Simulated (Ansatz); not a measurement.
Geometry optimisation, UKS PBE0/def2-SVP in Ansatz.

input.yaml

```yaml
crystal:
  periodic: [false, false, false]
  atoms:
    - { symbol: H, position_ang: [-0.06584, -0.004261, -0.138375] }
    - { symbol: Ge, position_ang: [1.452644, -0.020338, -0.037746] }
    - { symbol: "N", position_ang: [-2.373503, 0.083289, -0.368194] }
    - { symbol: H, position_ang: [1.885535, -0.205917, 1.426127] }
    - { symbol: H, position_ang: [2.018147, 1.308151, -0.563158] }
    - { symbol: H, position_ang: [2.013605, -1.179028, -0.876476] }
    - { symbol: H, position_ang: [-2.470966, 0.801673, 0.369367] }
    - { symbol: H, position_ang: [-2.459622, -0.783669, 0.188555] }
magnetization:
  spin_polarized: true
  initial_magnetization: 1
basis:
  gaussian: { orbitals: def2-SVP }
hamiltonian:
  xc: pbe0
relax:
  f_tol: 0.03
  max_steps: 50
```

Run as:

```bash
$ ansatz run input.yaml --threads 2 --pin off --max-ram 3072MiB --backend cpu --events-out ev --progress --plain --runs-dir out
```

Question: Where does it end, and by what steps?

Answer: It converged. The force dipped under the threshold on the way, but the program's further checks kept it going. After 12 steps the energy has fallen by 0.010 eV; H1 moved furthest, 0.42 Å.

```
step  energy less start (eV)  largest force component (eV/Å)  accepted
   0                  0.0000                           0.336       yes
   1                 -0.0055                           0.123       yes
   2                 -0.0062                           0.059       yes
   3                 -0.0042                           0.264        no
   4                 -0.0070                           0.041       yes
   5                 -0.0077                           0.018       yes
   6                 -0.0087                           0.100       yes
   7                 -0.0092                           0.056       yes
   8                 -0.0098                           0.030       yes
   9                 -0.0101                           0.096       yes
  10                 -0.0103                           0.055       yes
  11                 -0.0104                           0.002       yes
  12                 -0.0104                           0.003       yes
```

```xyz
8
Properties=species:S:1:pos:R:3
H -0.008 0.058 -0.553
Ge 1.465 -0.008 -0.111
N -2.423 0.058 -0.254
H 1.538 -0.203 1.414
H 2.182 1.300 -0.485
H 2.164 -1.190 -0.802
H -2.450 0.790 0.476
H -2.468 -0.804 0.315
```

Time of the run: 10 s on 2 threads of AMD EPYC 9R45 96-Core Processor (Zen 5) (shared host), peak memory 0.21 GiB.
